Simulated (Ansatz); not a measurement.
Species: C6H16OSi, SMILES `CC[Si](O)(CC)CC` (charge 0, multiplicity 1).

Give a relaxed geometry from B3LYP-D3(BJ)/def2-SVP (Ansatz, a quantum-chemistry and plane-wave program).

This is not unique; one that fits is the end point of this relaxation, one of several conformers (outside a Z-matrix the atoms follow the SMILES, hydrogens last).
Z-matrix (Å, degrees):
```
Si
O 1 1.6869
H 2 0.9637 1 116.42
C 1 1.8790 2 104.79 3 -176.43
H 4 1.1041 1 107.89 2 53.64
H 4 1.1044 5 105.55 1 114.98
C 4 1.5350 5 110.40 6 119.39
H 7 1.1021 4 111.95 5 -58.43
H 7 1.1026 8 107.13 4 122.80
H 7 1.1027 8 107.13 9 114.54
C 1 1.8900 2 110.19 3 64.10
H 11 1.1048 1 107.69 2 66.32
H 11 1.1052 12 105.76 1 -115.70
C 11 1.5350 12 110.03 13 -118.90
H 14 1.1022 11 112.27 12 56.71
H 14 1.1027 15 107.16 11 -122.97
H 14 1.1032 15 107.03 16 -114.78
C 1 1.8912 2 109.69 3 -56.89
H 18 1.1054 1 108.41 2 176.53
H 18 1.1057 19 105.23 1 115.81
C 18 1.5348 19 110.53 20 118.85
H 21 1.1020 18 111.07 19 178.64
H 21 1.1023 22 107.70 18 -123.26
H 21 1.1023 22 106.91 23 -115.00
```
